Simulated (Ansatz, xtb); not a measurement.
**Ranking isomers of ClGeH6NSi**

4 gas-phase structures of ClGeH6NSi, from a drawn sample of its isomers (lower ones may exist). Each was relaxed with GFN2-xTB; where two conformers were screened, the lower at r2SCAN-D4/def2-SVP is listed:

A. `N[SiH2][GeH2][Cl]`, a singlet
B. `N[Si@@H](Cl)[GeH3]`, a singlet
C. `[NH2][Ge@@H]([SiH3])[Cl]`, a singlet
D. `[NH2][GeH2][SiH2]Cl`, a singlet

Problem. Make a reasoned guess at their ranking by r2SCAN-D4/def2-SVP single-point energy.

Solution. Calculated order at r2SCAN-D4/def2-SVP: B (0.0), A (37.0), C (68.3), D (70.2) kJ/mol. Less than 1 kcal/mol parts C and D, so the order within that pair means little.

Energies above the lowest of each column, in kJ/mol; the last columns are at PBE0-D3(BJ)/def2-SVP geometries:

```csv
structure,GFN2-xTB,HF/STO-3G,r2SCAN-D4/def2-SVP,PBE0-D3(BJ)/def2-SVP,CCSD(T)/def2-SVP + ΔMP2/def2-TZVPP
B,26.2,0.0,0.0,0.0,0.0
A,0.0,29.3,37.0,37.8,38.1
C,24.6,35.6,68.3,57.2,59.6
D,52.9,45.0,70.2,69.9,66.0
```

CCSD(T)/def2-SVP + ΔMP2/def2-TZVPP puts B lowest; GFN2-xTB picks A. Flexible structures stand in one conformer each, not always the lowest. ΔMP2 is the change of the MP2 energy from the smaller to the larger basis.

Over these structures GFN2-xTB departs from r2SCAN-D4/def2-SVP by 22.4 kJ/mol on average once a common shift is removed. A GFN2-xTB relaxation took about 0.31 s and the r2SCAN-D4/def2-SVP energy about 4.2 s on a shared host (Ansatz 0.2.0, xtb 6.7.1).
